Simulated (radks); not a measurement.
The numbers below are computed, except where a source is named.
Question: Radial electron density D(r) = 4 pi r^2 rho(r) of an atom or ion with 13 electrons. Level of theory: non-relativistic Kohn-Sham, PBE, spin-unpolarised, spherical densities, point nucleus (a radial shooting solver on a logarithmic mesh with Libxc functionals).

| r (bohr) | D(r) (e/bohr) |
|---|---|
| 0.008505 | 1.268 |
| 0.01081 | 1.921 |
| 0.01385 | 2.897 |
| 0.01775 | 4.265 |
| 0.02275 | 6.092 |
| 0.02892 | 8.291 |
| 0.03706 | 10.86 |
| 0.0475 | 13.37 |
| 0.06086 | 15.24 |
| 0.07799 | 15.80 |
| 0.09915 | 14.76 |
| 0.1271 | 12.47 |
| 0.1628 | 10.27 |
| 0.2086 | 9.738 |
| 0.2652 | 11.28 |
| 0.3399 | 13.60 |
| 0.4356 | 14.20 |
| 0.5582 | 11.75 |
| 0.7096 | 7.524 |
| 0.9093 | 3.690 |
| 1.165 | 1.882 |
| 1.493 | 1.631 |
| 1.898 | 1.625 |
| 2.432 | 1.191 |
| 3.117 | 0.5734 |
| 3.994 | 0.1769 |
| 5.078 | 0.03570 |
| 6.507 | 0.003816 |
| 8.338 | 0.0001963 |

What is the nuclear charge?

Answer: Z = 14. The innermost maximum, from 1s, lies near 1/Z = 0.0714 bohr (found: 0.0749), and its height grows with Z. The density is that of the silicon ion Si+ in [Ne] 3s2 3p1; the configuration itself is not fixed sharply by these data, and Z only to about a unit. D(r) has 3 maxima, at r = 0.0749, 0.405, 1.71 bohr, and minima at 0.196, 1.41 bohr, inside which lie 2.20, 10.42 electrons.
